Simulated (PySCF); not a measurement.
Compound: Cu(C2H4)H, C2H5Cu (singlet state).
Z-matrix (Å and degrees, PBE0-D3(BJ)/def2-SVP geometry), rows numbered from 1:
```
Cu
C   1  2.0975
C   2  1.3618  1   70.98
H   2  1.0951  1  103.72  3   118.95
H   2  1.0951  1  103.75  3  -118.95
H   3  1.0951  1  103.66  2   118.97
H   3  1.0951  1  103.66  2  -118.96
H   1  1.5318  2  161.03  3  -179.98
```

Method used: PySCF, TDDFT PBE0/def2-SVPD, vertical, gas phase, core orbitals frozen in the response.

Computed states:

| state | E (eV) | f |
| --- | --- | --- |
| S1 | 3.09 | 0.017 |
| S2 | 4.22 | 0.0002 |
| S3 | 4.22 | 0.0000 |
| S4 | 4.29 | 0.0000 |
| S5 | 4.87 | 0.0037 |
| S6 | 5.23 | 0.031 |
| S7 | 5.58 | 0.179 |
| S8 | 5.90 | 0.134 |
| S9 | 6.08 | 0.091 |
| S10 | 6.78 | 0.022 |
| S11 | 6.78 | 0.0013 |
| S12 | 6.91 | 0.024 |
| S13 | 7.02 | 0.0000 |
| S14 | 7.03 | 0.0006 |
| S15 | 7.05 | 0.0000 |

Each state is given a Gaussian of 0.5 eV full width at half maximum, with ε(max) = 2.175×10⁸ f / Δν̃ (Δν̃ the width in cm⁻¹). The cross-section is σ = 3.8235×10⁻²¹ ε cm², given in Mb (10⁻¹⁸ cm²). The width is an assumption, not a result. The curve ends short of the highest state used, and states not computed would add to its high-energy end.

(1) Give the broadened spectrum and its maxima.

(2) Does any computed singlet lie in the visible range?

(3) On this curve, what absorbance would a 10⁻³ mol/L sample give at 254 nm over a 1 cm path?

(4) Coming from long wavelengths, where does ε first pass 100 L mol⁻¹ cm⁻¹?

Answers

(1) 
E (eV), σ (Mb) and a bar:
```
     2.34       0.01 
     2.43       0.03 
     2.53       0.11 
     2.62       0.32 
     2.72       0.80 
     2.82       1.62 #
     2.91       2.53 #
     3.01       3.36 ##
     3.10       3.59 ##
     3.20       3.12 ##
     3.29       2.28 #
     3.39       1.30 #
     3.49       0.60 
     3.58       0.24 
     3.68       0.08 
     3.77       0.03 
     3.87       0.02 
     3.96       0.02 
     4.06       0.04 
     4.16       0.05 
     4.25       0.06 
     4.35       0.08 
     4.44       0.14 
     4.54       0.28 
     4.63       0.54 
     4.73       1.04 #
     4.83       1.94 #
     4.92       3.30 ##
     5.02       5.76 ###
     5.11       9.22 #####
     5.21      15.04 ########
     5.30      22.42 #############
     5.40      32.47 ##################
     5.50      42.29 ########################
     5.59      48.79 ###########################
     5.69      52.57 #############################
     5.78      53.63 ##############################
     5.88      52.76 ##############################
     5.97      49.36 ############################
     6.07      41.66 #######################
     6.17      30.70 #################
     6.26      20.50 ###########
     6.36      11.64 #######
     6.45       7.16 ####
```

Maxima: 402 nm (3.09 eV), ε about 940, made up of S1 (100%); 214 nm (5.79 eV), ε about 14000, made up of S7 (41%), S8 (45%) and S9 (14%) (ε in L mol⁻¹ cm⁻¹; maxima over ε = 5, shares over 10%).

(2) S1 lies in the visible range (380 to 750 nm), at 402 nm, f = 0.017; light of that wavelength is violet, and its complementary colour is yellow-green; a Tamm–Dancoff triplet lies at 459 nm, without intensity as long as spin–orbit coupling is left out.

(3) 254 nm is 4.881 eV, where ε is about 690 L mol⁻¹ cm⁻¹, so A = ε c l ≈ 0.69 (Beer–Lambert, with the gas-phase spectrum and the assumed width).

(4) At about 470 nm (2.64 eV), 0.45 eV below S1.
